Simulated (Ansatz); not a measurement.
Consider the redistribution: `CB([SiH3])BS` + `[CH3][Al]([SH])[Cl]` → `[CH3][Al]([Cl])[BH]S` + `CB([SiH3])S`.

Program: Ansatz. Geometries: PBE0-D4/def2-TZVP. ΔE: electronic, gas phase. CCSD(T)/CBS adds triple-zeta CCSD(T) − MP2 to the extrapolated MP2 energy (def2 sets, frozen cores). DFT in def2-TZVPP. Each species was taken in one conformer, which may not be the lowest.

| level | ΔE (kJ/mol) | difference from CCSD(T)/CBS |
| --- | --- | --- |
| PBE-D4 | 32.3 | -2.7 |
| PBE0-D4 | 36.2 | 1.2 |
| ωB97M-V | 38.0 | 3.0 |
| B2PLYP | 36.9 | 1.9 |
| r2SCAN | 41.4 | 6.4 |
| PBE0 | 35.8 | 0.8 |
| SCS-MP2/def2-TZVPP | 35.0 | 0.0 |
| HF/def2-QZVPP | 48.7 | 13.7 |
| MP2/def2-QZVPP | 36.6 | 1.6 |
| HF/CBS(def2) | 48.7 | 13.7 |
| CCSD(T)/CBS | 35.0 | 0 |

Largest T1 diagnostic among the species: 0.014.

In def2-TZVPP, CCSD(T) changes the Hartree–Fock value by −15.6 kJ/mol (the triples alone add −3.5 kJ/mol) and MP2 by −13.1 kJ/mol. From PBE to PBE0 (25 % exact exchange), in def2-TZVPP and without D4, ΔE moves by +3.7 kJ/mol.
